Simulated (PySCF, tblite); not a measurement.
Isomers of C3H10S2Si2. Level: GFN2-xTB in tblite, geometry and Hessian alike; calculated harmonic values, unscaled, isolated species. Errors from tens to a few hundred cm⁻¹ against measured bands are possible. Modes of hydrogen on silicon and sulfur can be 10 to 20 % off. One conformer each.

Electronic energies: PBE0/pcSseg-1 single points on the GFN2-xTB geometries (PySCF, gas phase).

```json
{"SMILES": "CC(=S)S[SiH2]C[SiH3]", "electronic energy, lowest = 0 (kJ/mol)": "47.5"}
{"SMILES": "CS/C=C/[SiH2]S[SiH3]", "electronic energy, lowest = 0 (kJ/mol)": "37.9"}
{"SMILES": "C=CS[Si@@H](S)C[SiH3]", "electronic energy, lowest = 0 (kJ/mol)": "0.0"}
```

Problem. How do GFN2-xTB zero-point energies change the relative energies?

Solution. 
```
               SMILES  ZPE (kJ/mol)  of it from modes above 1550 cm⁻¹  electronic (kJ/mol)  with ZPE, lowest = 0 (kJ/mol)  lowest mode (cm⁻¹)  rings
C=CS[Si@@H](S)C[SiH3]         292.2                             170.7                  0.0                            0.0                  29      0
 CS/C=C/[SiH2]S[SiH3]         295.3                             169.6                 37.9                           41.0                  27      0
 CC(=S)S[SiH2]C[SiH3]         296.5                             158.1                 47.5                           51.8                  40      0
```

The zero-point energies span 4.3 kJ/mol, from `C=CS[Si@@H](S)C[SiH3]` to `CC(=S)S[SiH2]C[SiH3]`. The order is unchanged.

Problem. And how do the electronic energies of GFN2-xTB itself compare?

Solution. `C=CS[Si@@H](S)C[SiH3]` 40.1; `CS/C=C/[SiH2]S[SiH3]` 0.0; `CC(=S)S[SiH2]C[SiH3]` 29.1 kJ/mol, lowest = 0. Against the energies above, taken from the same isomer `C=CS[Si@@H](S)C[SiH3]`, the largest difference is 78.0 kJ/mol.
